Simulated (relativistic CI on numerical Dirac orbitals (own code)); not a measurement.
# Ce²⁺: M4,5 absorption edge

Computed with this model: Dirac-Coulomb-Breit CI, separate exchange-only KLI orbitals for each configuration, a model potential for QED, multiplet model of core-to-valence dipole absorption, unscaled Slater integrals; configurations [Xe] 4f2 → [Ar] 3d9 4s2 4p6 4d10 4f3 5s2 5p6; 80 K; Lorentzian 0.9 eV and Gaussian 0.4 eV FWHM. Energies are those of the free ion, without screening or charge transfer. The branching ratio is the share of the lower-energy edge in the whole absorption, uncertain by about 0.02 where the edges overlap. S is read from ⟨S²⟩ = S(S + 1).

Case free ion, the dichroism is that of the ground state at zero temperature, magnetised by magnetic field 10 T along z. The dichroism I(Δm = −1) − I(Δm = +1), over the sum of the three polarisations, integrates to 0.0302 on the lower edge and -0.1608 on the upper edge. The branching ratio is 0.517.

(1) Use the orbital sum rule with 12 holes to get ⟨Lz⟩.

## Answers

(1) For a d → f edge ⟨Lz⟩ = 3 × n_h × (sum of both integrals) in this sign convention = -4.70; the ground state itself has ⟨Lz⟩ = -4.78 and ⟨Sz⟩ = 0.78. The rule assumes one radial integral for both edges, which relativistic orbitals only approach.
